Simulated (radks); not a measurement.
Values are calculated unless marked as measured or tabulated.
Q: Spherical quantum dot in the effective-mass picture: electrons in a parabolic well V = omega^2 r^2 / 2 with omega = 0.0717, with a point charge +2 (a donor) at the centre, all in effective atomic units (hartree* = m*/eps^2 hartree, bohr* = eps/m* bohr), one dielectric constant everywhere. Level of theory: non-relativistic Kohn-Sham, LDA (Slater exchange, Perdew-Wang correlation), spin-polarised, spherical densities (a radial shooting solver with Libxc functionals). Levels are named by radial order and angular momentum (1s, 1p, 1d, 2s, ...), and open shells are averaged over m. At N = 3 the configuration is 1s2 2s(up 1, down 0). Does electron 4 go into 2s down or 1p up or 1p down?

A: Into 2s down. The total energies of the other choices lie higher by 0.0168 hartree* (1p up), 0.0304 hartree* (1p down).
